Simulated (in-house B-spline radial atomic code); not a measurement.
**Binding energies in Ru³⁸⁺**

NIST's tabulated ground configuration is [He] 2s2 2p2; each binding energy is the energy of the ion with one electron taken from that subshell, relaxed, less that of the parent. Method: Dirac-Hartree-Fock, average of configuration, Fermi nucleus of rms radius 4.4809 fm. Calculated with a B-spline radial code for spherical atoms. Energies include first-order Breit, QED and recoil terms.

```
subshell  X-ray name  binding energy (eV)  -ε (eV)  relaxation (eV)
      1s           K                25193  25261.2             10.0
      2s          L1               5784.7   5792.2              0.9
      2p        L2,3               5567.9   5573.3              1.2
```

Relaxation = -ε minus the binding energy without Breit, QED and recoil terms.

Question: What does it cost to remove two 2s electrons?

Answer: 11747 eV, which is 177.8 eV more than the two single binding energies together.

Question: What does it cost to remove both a 1s and a 2p electron?

Answer: 31032 eV, which is 271.4 eV more than the two single binding energies together.

Question: What does it cost to remove both a 2s and a 2p electron?

Answer: 11524 eV, which is 171.4 eV more than the two single binding energies together.
